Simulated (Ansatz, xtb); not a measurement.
# C2H5Ge+: 4 structures ranked

4 gas-phase structures of C2H5Ge+, found in a search over its isomers (lower ones may exist). Each was relaxed with GFN2-xTB:

A. `[CH2]=[Ge+][CH3]`, a singlet
B. a singlet given by its coordinates
C. `C=[CH][GeH2+]`, a singlet
D. a singlet given by its coordinates

B (Å):

```yaml
atoms:
  - { symbol: C, position_ang: [1.5210, -1.3767, -0.9712] }
  - { symbol: C, position_ang: [1.0929, 0.0988, -1.2606] }
  - { symbol: Ge, position_ang: [2.7634, 0.9099, -0.6045] }
  - { symbol: H, position_ang: [2.4161, -1.6580, -1.5420] }
  - { symbol: H, position_ang: [0.7182, -2.0535, -1.2654] }
  - { symbol: H, position_ang: [1.7157, -1.5396, 0.0972] }
  - { symbol: H, position_ang: [0.1837, 0.3611, -0.7031] }
  - { symbol: H, position_ang: [0.8784, 0.2439, -2.3278] }
```

Close contacts (Å): C1–C2 1.56, C2–Ge3 1.97, C1–H4 1.10, C1–H5 1.09, C1–H6 1.10, C2–H7 1.10, C2–H8 1.10.

D (Å):

```yaml
atoms:
  - { symbol: C, position_ang: [0.8174, -1.1020, -1.1753] }
  - { symbol: C, position_ang: [2.1339, -1.1386, -0.7852] }
  - { symbol: Ge, position_ang: [1.9763, 1.1021, -1.1263] }
  - { symbol: H, position_ang: [0.0139, -1.0530, -0.4469] }
  - { symbol: H, position_ang: [0.5283, -1.2831, -2.2058] }
  - { symbol: H, position_ang: [2.9127, -1.4433, -1.4838] }
  - { symbol: H, position_ang: [2.3992, -1.2136, 0.2691] }
  - { symbol: H, position_ang: [0.4287, 1.1642, -1.5869] }
```

Close contacts (Å): C1–C2 1.37, C1–Ge3 2.49, C2–Ge3 2.27, C1–H4 1.09, C1–H5 1.09, C2–H6 1.09, C2–H7 1.09, Ge3–H8 1.62.

Q: Which do you expect lowest at r2SCAN-D4/def2-SVP, and how would the others follow?

A: Calculated order at r2SCAN-D4/def2-SVP: B (0.0), D (39.5), C (53.9), A (125.4) kJ/mol.

Energies above the lowest of each column, in kJ/mol; the last columns are at B3LYP-D3(BJ)/def2-SVP geometries and were run for some of them only (a dash: not run or not comparable):

```
structure  GFN2-xTB  HF/STO-3G  r2SCAN-D4/def2-SVP  B3LYP-D3(BJ)/def2-SVP  CCSD(T)/def2-TZVP
        B       0.0        0.0                 0.0                    0.0                0.0
        D      67.2      162.5                39.5                   43.1               44.0
        C     163.9       76.2                53.9                   63.4               49.5
        A     171.9      203.2               125.4                      –                  –
```

Every level run on B puts it lowest or level with the lowest. Flexible structures stand in one conformer each, not always the lowest. Frequencies (B3LYP-D3(BJ)/def2-SVP) were run for B, C, D alone.

Over these structures GFN2-xTB departs from r2SCAN-D4/def2-SVP by 32.2 kJ/mol on average once a common shift is removed. A GFN2-xTB relaxation took about 0.089 s and the r2SCAN-D4/def2-SVP energy about 1.2 s on a shared host (Ansatz 0.2.0, xtb 6.7.1).
